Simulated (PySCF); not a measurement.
**Working out the ionisation energy of Ar²⁺**

Ar²⁺ [Ne] 3s2 3p4 (3P) → Ar³⁺ [Ne] 3s2 3p3 (4S). All numbers are calculated (PySCF 2.14, the spin-free X2C one-electron Hamiltonian (Gaussian nucleus), in aug-cc-pVDZ-DK). Frozen: [Ne]. Energies in hartree (1 hartree = 27.21139 eV):

| part | Ar²⁺ (lower) | Ar³⁺ (upper) |
| --- | --- | --- |
| UHF | -527.098655 | -525.654414 |
| CCSD correlation | -0.111021 | -0.092609 |
| (T) | -0.001221 | -0.000778 |

Problem. What does Hartree-Fock give?

Solution. (-525.654414) − (-527.098655) = 1.444241 hartree = 39.300 eV.

Problem. What do CCSD and CCSD(T) give?

Solution. The CCSD correlation energies differ by 0.018412 hartree = 0.501 eV and the triples by 0.000443 hartree = 0.012 eV, so CCSD gives 39.801 eV and CCSD(T) 39.813 eV.

Reference: 40.735 ± 0.012 eV (semi-empirical (NIST evaluation); NIST Atomic Spectra Database, ionization energies), between the lowest levels; spin-orbit coupling is absent from the calculation.

A double-zeta basis recovers only part of the correlation energy.

What remains against the reference includes basis incompleteness, the frozen core and higher excitations.
